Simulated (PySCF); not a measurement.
Compound: C6H6F (doublet state).
Cartesian coordinates in Å at the GFN2-xTB level; atoms count from 1:
```
atom  x, y, z in Å
F1     0.4588   -0.4450    2.2007
C2     0.3824   -0.2620    0.8528
C3     1.6505   -0.2345    0.0363
C4     1.2884    0.8991   -0.6151
C5     0.0539    1.0458    0.1270
C6    -1.2805    0.5510   -0.3675
C7    -0.8899   -0.8444    0.1844
H8     2.4535   -0.9396   -0.0570
H9     1.7105    1.4504   -1.4332
H10   -1.4499    0.6335   -1.4400
H11   -2.1254    0.9783    0.1691
H12   -1.5840   -1.2539    0.9131
H13   -0.6727   -1.5781   -0.5884
```

As a line formula: `F[C@]12[C](C=C2)CC1` [radical].

Theory: UKS B3LYP, pcH-1 on C F H, non-relativistic, mean-field spin-orbit, GIAO in PySCF 2.14.0. Isolated species at its GFN2-xTB geometry, gas phase. A GFN2-xTB geometry isn't a minimum of the functional, and hyperfine couplings can be far from their values at a DFT geometry. Stability of the SCF solution: not tested.

(1) Give the principal g shifts and their parts.

(2) How much does each term add to the isotropic shift?

(3) At 9.595 GHz, how far is the centre of the isotropic spectrum from where a free electron (g = 2.002319) resonates?

(4) What are the electron Larmor frequencies g μB B/h along the three axes at 340 mT?

(5) In a frozen sample, at which fields do the three g values resonate at 9.5, 34, 94 and 263 GHz (hyperfine left aside), and which band first spreads them over more than twice a line width of 0.5 mT?

Results:

(1) 
```
                    Δg (ppm)     1     2     3
relativistic mass correction  -154  -154  -154
            gauge correction     5    19    28
   orbital Zeeman/spin–orbit    95   606   730
                       total   -54   472   605
```

So g = 2.00227, 2.00279, 2.00292 and g_iso = 2.00266; the tensor is rhombic: the two nearest values differ by 20 % of g3 − g1. 

(2) The orbital-Zeeman/spin–orbit term 477, the mass correction -154 and the gauge correction 17 ppm, for a total of 341 ppm. The orbital-Zeeman/spin–orbit term is the largest in size. The mass correction is the same along every axis, so the anisotropy comes from the other two: their spans along these axes are 24 (gauge) and 635 ppm (orbital Zeeman/spin–orbit).

(3) B = hν/(g μB) with μB/h = 13.99624 MHz/mT gives 342.37 mT for the free electron and 342.32 mT at g_iso, 0.06 mT lower.

(4) 9.5282, 9.5307, 9.5314 GHz for g1, g2 and g3, a range of 3.1 MHz.

(5) 
```
band    GHz  B(g3) mT  B(g2) mT  B(g1) mT  spread mT
   X    9.5    338.88    338.90    338.99       0.11
   Q   34.0   1212.84   1212.92   1213.24       0.40
   W   94.0   3353.14   3353.36   3354.24       1.10
   J  263.0   9381.66   9382.28   9384.75       3.09
```

The spread grows in proportion to the frequency. W band is the first where it exceeds 1.0 mT.

The Mulliken spin populations are largest on C5 (+0.81), C3 (+0.36) and C4 (-0.18). The positive populations add up to 1.24 and the negative ones to -0.24, together 2S = 1. The angles at C5 add up to 305.8°, so it is pyramidal.

The HOMO–LUMO gaps are 5.25 eV among the α and 4.87 eV among the β orbitals.
